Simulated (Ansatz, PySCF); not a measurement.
CH6O2Si2, SMILES O[Si@H]1OC[SiH2]1. Atoms are numbered in the order given.

```xyz
11

O      2.0117     1.0186     0.0693
Si     0.6051     0.4484    -0.6015
O      0.4045    -1.2239    -0.4680
C     -0.8329    -1.4597     0.2427
Si    -1.3849     0.3569     0.5992
H      2.1685     0.8118     0.9965
H      0.6679     0.9240    -2.0039
H     -1.5323    -2.0239    -0.3974
H     -0.6382    -2.0708     1.1407
H     -2.6824     0.7599    -0.0174
H     -1.3976     0.7257     2.0466
```
Charge 0, spin multiplicity 1.

Geometry optimised at ωB97X-D3(BJ)/def2-SVP. The structure was generated by enumeration; whether it is a known compound was not checked. The values are those of a single conformer.

Vertical ionisation energy (IE) and electron affinity (EA) in eV. Rows of orbital energies are one-electron estimates. Where ΔSCF, EOM or ADC give a negative EA the extra electron is unbound and the value depends on the basis.

| level | IE | EA |
|---|---|---|
| −ε(HOMO), −ε(LUMO), B3LYP/def2-TZVP (PySCF) | 7.33 | 0.50 |
| −ε(HOMO), −ε(LUMO), PBE/def2-TZVP (PySCF) | 6.32 | 1.16 |
| ΔSCF, CAM-B3LYP/def2-SVPD (Ansatz), final states of multiplicity 2 and 2 | 9.74 | -1.17 |
| ΔSCF, PBE/def2-SVPD (Ansatz), final states of multiplicity 2 and 2 | 9.26 | -0.86 |

Problem. What vertical singlet–triplet gap does ΔSCF give with CAM-B3LYP/def2-SVPD (Ansatz, a first-principles code) and with PBE/def2-SVPD (Ansatz)? (An estimate is asked for; the answer gives what the named calculation found.)

Solution. 5.42 and 4.85 eV (triplet above singlet where positive).
